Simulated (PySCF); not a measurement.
**Correlation energy of Al+ (aluminium, charge +1)**

[Ne] 3s2, closed-shell 1S. Computed with PySCF 2.14 in aug-cc-pV(Q+d)Z, with the non-relativistic Hamiltonian (point nucleus). Frozen: [Ne]; 2 electrons correlated.

With two correlated electrons CCSD is exact within the correlated space (frozen core and kept virtual orbitals).

```
level  correlation energy (mhartree)
 CCSD                         -40.18
```

Diagnostics: T1 = 0.0094, D1 = 0.0133, largest double amplitude 0.110.

Q: Is a single reference adequate?

A: Mostly. T1 lies below 0.03, but a double amplitude of this size points to a near-degeneracy that CCSD handles and MP2 describes poorly.
